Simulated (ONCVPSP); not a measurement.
**Building the ONCV potential for As (Z = 33) (PBE, fully relativistic).**

* Element: As (Z = 33)
* Generator: ONCVPSP 4.0.1
* Type: optimised norm-conserving Vanderbilt (ONCV)
* Functional: PBE
* Relativity: fully relativistic
* Frozen core: [Ar] 3d10
* Valence charge: 5
* Reference configuration: 4s2 4p2 (charge +1)
* Partial waves: 4s: rc 1.55 bohr, ncon 3, nbas 7, qcut 4 1/bohr, 2 projectors, debl 3.9 Ha; 4p: rc 2.00 bohr, ncon 3, nbas 7, qcut 3.4 1/bohr, 3 projectors, debl 3.4 Ha; d scattering state at 0.39 Ha: rc 1.95 bohr, ncon 3, nbas 6, qcut 5.3 1/bohr, 2 projectors, debl 2.5 Ha
* Local potential: polynomial inside 1.25 bohr (lpopt 5, dvloc0 1 Ha)
* Core correction: Teter function, fcfact 1.75, rcfact 1

Open shells are filled in proportion to 2j + 1.

All-electron outer shells of the reference configuration (PBE, scalar-relativistic, ld1.x):

```
shell  level (eV)  outermost node (bohr)  outermost maximum (bohr)
   3p     -143.45                   0.22                      0.52
   3d      -50.40                      –                      0.47
   4s      -23.36                   0.73                      1.59
   4p      -13.34                   0.78                      1.90
```

What the tests gave:

```
Cutoffs needed             : 15 Ha and 54 Ha (the cutoffs (Ha) at which the residual kinetic energy of the hardest occupied pseudo-wave falls to 1 and 0.1 mHa per electron) The cutoffs count occupied waves only; projector 2 of the d channel, the hardest unoccupied one, needs 49 Ha at the loose tolerance.
Ghost test                 : no bound ghost flagged; GHOST(+) flagged for s at 122.2 eV
Largest excitation error   : -31 meV (all-electron minus pseudo) for 4s2 4p0, out of 4 test configurations
rms error of d²Exc/dni dnj : 10.34 mHa without and 9.09 mHa with the model core
```

Generation and tests took about 6.6 s on one core of a shared server CPU.
